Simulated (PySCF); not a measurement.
Technetium: a sound run and one with changed settings

Sound run: Tc⁺ [Kr] 4d5 5s1, Tc²⁺ [Kr] 4d5. Computed with PySCF 2.14 in x2c-SVPall (6s5p5d1f, 53 functions), with the spin-free X2C one-electron Hamiltonian (Gaussian nucleus). The sound run starts from symmetry-adapted Hartree-Fock orbitals and uses a fine grid where one is needed.

Changed run: initial guess atom, at most 3 SCF cycles. This setting is unsound on purpose.

```
species  method  sound run (hartree)  changed run (hartree)  converged
    Tc⁺     UHF          -4282.44337            -4282.44135         no
    Tc⁺    BP86          -4285.12763            -4285.12696         no
    Tc⁺     LDA          -4279.70806            -4279.70728         no
   Tc²⁺     UHF          -4281.92093            -4281.91995         no
   Tc²⁺    BP86          -4284.55525            -4284.55476         no
   Tc²⁺     LDA          -4279.12941            -4279.12883         no
```

The SCF was stopped early; the energies are upper bounds that still move, and correlated levels were skipped or rest on poor orbitals.
